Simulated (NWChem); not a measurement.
A series in which one site is exchanged, each optimised at PBE0/def2-SVP with NWChem, gas phase unless a solvent is named. Some are not confirmed as minima by frequencies. def2 effective core potentials on In; no spin-orbit coupling.

A: [AsH2][InH2] (InAsH$_{4}$; site = In)
B: [AlH2][AsH2] (AlAsH$_{4}$; site = Al)
C: B[AsH2] (BAsH4; site = B)
D: [GaH2][AsH2] (GaAsH$_{4}$; site = Ga)

Values for A:

| Item | Value |
|---|---|
| dipole (D), PBE0/def2-SVP | 0.61 |
| orbital gap (eV), PBE0/def2-SVP | 5.10 |
| vertical ionisation energy, ΔSCF, PBE/def2-SVP (eV) | 8.83 |
| static polarisability, CAM-B3LYP/def2-SVPD (bohr³) | 77.4 |
| lowest singlet excitation, CAM-B3LYP/def2-SVPD, TDA (eV) | 4.04 |

How do these values change for the other members?


```json
[
 {"change from A": "dipole (D), PBE0/def2-SVP", "B": "-0.02", "C": "-0.04", "D": "-0.06"},
 {"change from A": "orbital gap (eV), PBE0/def2-SVP", "B": "+0.32", "C": "+0.37", "D": "+0.26"},
 {"change from A": "vertical ionisation energy, ΔSCF, PBE/def2-SVP (eV)", "B": "+0.35", "C": "+0.86", "D": "+0.32"},
 {"change from A": "static polarisability, CAM-B3LYP/def2-SVPD (bohr³)", "B": "-11.4", "C": "-27.5", "D": "-10.0"},
 {"change from A": "lowest singlet excitation, CAM-B3LYP/def2-SVPD, TDA (eV)", "B": "+0.39", "C": "+0.53", "D": "+0.24"}
]
```
